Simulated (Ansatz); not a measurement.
`CS[Si]N`, relaxed with RKS PBE-D4/def2-SVP in Ansatz from a rough embedded geometry. The force threshold is 0.03 eV/Å; the program also tests the step.

Charge 0, multiplicity 1.

Start:

```xyz
9

C     0.134    1.825    0.417
S    -0.589    0.376   -0.323
Si    0.777   -1.158    0.248
N    -0.056   -2.571   -0.385
H    -0.480    2.742    0.135
H     1.132    2.048   -0.057
H     0.192    1.788    1.469
H    -0.986   -2.619   -0.051
H    -0.123   -2.432   -1.453
```

Q: By how much does the energy fall, and how many steps does the optimiser take? (Best estimate.)

A: The calculation gave: 96.18 kJ/mol, in 12 steps, 2 of them rejected.

Q: Which bonds change most? (Best estimate.)

A: The calculation gave: C1–S2 from 1.780 to 1.836 Å; N4–H9 from 1.079 to 1.023 Å; C1–H7 from 1.054 to 1.107 Å; S2–Si3 from 2.132 to 2.178 Å.

Q: Give the relaxed structure. (Estimate.)

A: The calculation gave: 
```xyz
9

C     0.138    1.923    0.525
S    -0.794    0.353    0.331
Si    0.770   -0.915   -0.503
N    -0.172   -2.369   -0.641
H    -0.392    2.727   -0.020
H     1.166    1.828    0.121
H     0.194    2.187    1.599
H    -1.156   -2.512   -0.389
H     0.247   -3.221   -1.023
```
